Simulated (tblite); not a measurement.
Isomers of C5H5FOSi. All values are computed: GFN2-xTB (tblite) harmonic vibrations without scaling, gas phase. The method is semi-empirical: single wavenumbers can be off by several per cent or more. Modes of hydrogen on silicon can be 10 to 20 % off. One conformer each.

Electronic energies: GFN2-xTB at the same geometries; isomer energies are rough at this level and their order can be wrong.

```
                       SMILES  electronic energy, lowest = 0 (kcal/mol)
C#C[Si@@H]1[C@H](C=O)[C@@H]1F                                      46.9
        C#C[Si@@H](F)C(=O)C=C                                       0.0
         C#C[SiH2]/C(F)=C\C=O                                      33.6
```

Problem. How do GFN2-xTB zero-point energies change the relative energies?

Solution. 
```tsv
SMILES	ZPE (kcal/mol)	of it from modes above 1550 cm⁻¹	electronic (kcal/mol)	with ZPE, lowest = 0 (kcal/mol)	lowest mode (cm⁻¹)	rings
C#C[Si@@H](F)C(=O)C=C	50.0	29.4	0.0	0.0	13	0
C#C[SiH2]/C(F)=C\C=O	48.3	27.5	33.6	31.9	34	0
C#C[Si@@H]1[C@H](C=O)[C@@H]1F	50.5	26.4	46.9	47.3	58	1
```

The zero-point energies span 2.2 kcal/mol, from `C#C[SiH2]/C(F)=C\C=O` to `C#C[Si@@H]1[C@H](C=O)[C@@H]1F`. The order is unchanged.
